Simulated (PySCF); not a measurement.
# Reading the logs of faulty runs: B2H7Si2

These are calculations, not measurements. The program is PySCF 2.14.0, an open-source quantum chemistry code, run on an isolated molecule that a program drew, which may never have been made. The molecule is B2H7Si2 (charge 0, doublet), drawn as the SMILES string `B[SiH2]B[SiH2]`.

Each row is a Hartree-Fock (HF) and frozen-core CCSD(T) single point in the cc-pV(D+d)Z basis, meant for a local HF minimum. Run 1 is clean. Each other run has one planted mistake out of seven kinds, and not every kind appears here: one electron removed, one electron added, multiplicity raised by two, geometry at a saddle point, minimal basis STO-3G, one bond length entered in bohr, all coordinates scaled. The reference is restricted for singlets and unrestricted otherwise, and also for a bond in bohr. Adding or removing an electron swaps singlet and doublet. Electrons count all cores. HOMO and LUMO are orbital energies over both spins, the gradient is its largest component, and the lowest frequency (negative if imaginary) is given only where the gradient is small. Bond lengths are over the 10 bonds as drawn. T1 is the CCSD diagnostic: over 0.02 (restricted) or 0.045 (unrestricted) a single reference is doubtful.

Geometry of the clean run:
```xyz
11
B2H7Si2, angstrom
B    -3.2608   -0.5354    1.7004
Si   -1.5759   -1.1837    2.6506
B    -0.3842   -2.0703    1.2502
Si    1.3393   -1.3665    0.7014
H    -3.3320    0.5682    1.2318
H    -4.2024   -1.2632    1.5417
H    -0.8792   -0.0570    3.3299
H    -1.9140   -2.1895    3.6956
H    -0.7618   -3.0744    0.7104
H     2.2178   -1.9844   -0.3127
H     1.9514   -0.1494    1.2694
```

| run | electrons | basis functions | <S^2> | HOMO (eV) | LUMO (eV) | gradient (hartree/bohr) | lowest frequency (cm^-1) | mean bond (Å) | longest bond (Å) | T1 | HF (hartree) | CCSD(T) (hartree) | mistake |
|---|---|---|---|---|---|---|---|---|---|---|---|---|---|
| 1 | 45 | 109 | 0.762 | -8.41 | 0.15 | 7.3e-06 | 41 | 1.5556 | 2.041 | 0.0172 | -631.21877 | -631.65713 | no fault |
| 2 | 46 | 109 | 0.000 | -1.49 | 5.28 | 3.8e-02 | - | 1.5556 | 2.041 | 0.0213 | -631.24045 | -631.72523 | one electron added |
| 3 | 45 | 109 | 1.592 | -8.37 | -0.08 | 9.3e-03 | - | 1.6869 | 2.789 | 0.0527 | -631.10225 | -631.53690 | ? |
| 4 | 44 | 109 | 0.000 | -14.83 | -6.78 | 4.1e-02 | - | 1.5556 | 2.041 | 0.0228 | -630.94020 | -631.35897 | ? |

**Which mistake was planted in run 3, and what did it cost?**

The mean bond changes by a factor of 1.084 and the longest by 1.366, so the molecule wasn't scaled as a whole. A length L in bohr read as angstrom grows by (1/0.5292 - 1) L = 0.890 L. The 10 bonds together grew by 10 x 0.1313 = 1.313 Å, which gives L = 1.476 Å. That is the length of one of the H-Si bonds, 1.476 Å in the clean geometry. So the mistake is: one bond length entered in bohr. Subtracting run 1 and multiplying by 627.51 kcal/mol a hartree, the energy moved by 73.1 kcal/mol in HF and 75.4 kcal/mol in CCSD(T).

**Which mistake was planted in run 4, and what did it cost?**

It counts 44 electrons, one fewer than the clean run, at the same geometry and basis. So the mistake is: one electron removed. Subtracting run 1 and multiplying by 627.51 kcal/mol a hartree, the energy moved by 174.8 kcal/mol in HF and 187.1 kcal/mol in CCSD(T).

Cautions from the logs. Run 2: T1 is over the limit, so its CCSD(T) energy is less reliable; run 3: T1 is over the limit, so its CCSD(T) energy is less reliable; run 4: T1 is over the limit, so its CCSD(T) energy is less reliable.
